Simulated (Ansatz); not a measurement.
`BO[SiH](N)[SiH3]` + `OC(S)S` → `OC(S)S[SiH3]` + `BO[SiH2]N`  (cleavage of the Si–Si bond)

Program: Ansatz. Geometries: PBE0-D4/def2-TZVP. ΔE: electronic, gas phase. CCSD(T)/CBS adds triple-zeta CCSD(T) − MP2 to the extrapolated MP2 energy (def2 sets, frozen cores). Functionals use def2-TZVPP. B3LYP here is the variant with VWN-RPA as its local correlation; programs differ in this. One conformer a species, not always the lowest.

Task: Is it downhill or uphill in electronic energy at CCSD(T)/CBS, and by how much? (An estimate is asked.)

Result: Ansatz gave: Downhill: ΔE = -0.69 eV.

Task: What do these levels give: r2SCAN-D4, PBE0-D4, B3LYP-D4, ωB97X-V, B2PLYP, PBE, PBE0, B3LYP, HF/def2-TZVPP, SCS-MP2/def2-TZVPP, MP2/def2-QZVPP, HF/CBS(def2)? (Best estimate.)

Result: Ansatz gave: r2SCAN-D4 -0.65, PBE0-D4 -0.59, B3LYP-D4 -0.65, ωB97X-V -0.64, B2PLYP -0.70, PBE -0.55, PBE0 -0.60, B3LYP -0.66, HF/def2-TZVPP -0.79, SCS-MP2/def2-TZVPP -0.77, MP2/def2-QZVPP -0.79, HF/CBS(def2) -0.79 eV.

Largest T1 diagnostic among the species: 0.013.

From PBE to PBE0 (25 % exact exchange), in def2-TZVPP and without D4, ΔE moves by −0.05 eV.
